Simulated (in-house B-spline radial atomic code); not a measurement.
Inner-shell binding energies (edges) and X-ray emission energies of free atoms and ions, as differences of relaxed hole-state energies with first-order Breit, QED and recoil terms, without correlation or multiplet splittings, in NIST's listed ground configurations. For neutral atoms such line energies lie within some 1 to 5 eV of tabulated X-ray lines (up to 20 eV for the heaviest). K = 1s, L1 = 2s, L2 = 2p1/2, L3 = 2p3/2, M3 = 3p3/2. A dash marks a subshell that is part filled or wasn't run, or a line left out. Computed with a B-spline radial code for spherical atoms: Dirac-Hartree-Fock, average of the configuration, finite nuclei.

```tsv
ion	configuration	K edge (eV)	L1 edge (eV)	L3 edge (eV)	K-L3 (eV)	K-L2 (eV)	K-M3 (eV)
Nb5+	[Ar] 3d10 4s2 4p6	19061	2780.06	2448.06	16613	16518.7	18620.2
Mo5+	[Kr] 4d1	20079.8	2953.53	2602.8	17477	17372	19603.8
Tc5+	[Kr] 4d2	21127	3132.6	2762.13	18364.9	18248.4	20615
Ru5+	[Kr] 4d3	22203.1	3317.32	2926.05	19277	19148	21653.9
Rh5+	[Kr] 4d4	23308.1	3507.76	3094.59	20213.5	20071	22720.8
Pd5+	[Kr] 4d5	24442.3	3704	3267.74	21174.6	21017.5	23816
Ag5+	[Kr] 4d6	25606	3906.11	3445.52	22160.5	21987.7	24939.5
Cd5+	[Kr] 4d7	26799.4	4114.15	3627.94	23171.5	22981.7	26091.7
In5+	[Kr] 4d8	28022.8	4328.22	3814.99	24207.8	23999.8	27272.9
Sn5+	[Kr] 4d9	29276.4	4548.38	4006.7	25269.7	25042.2	28483.2
```
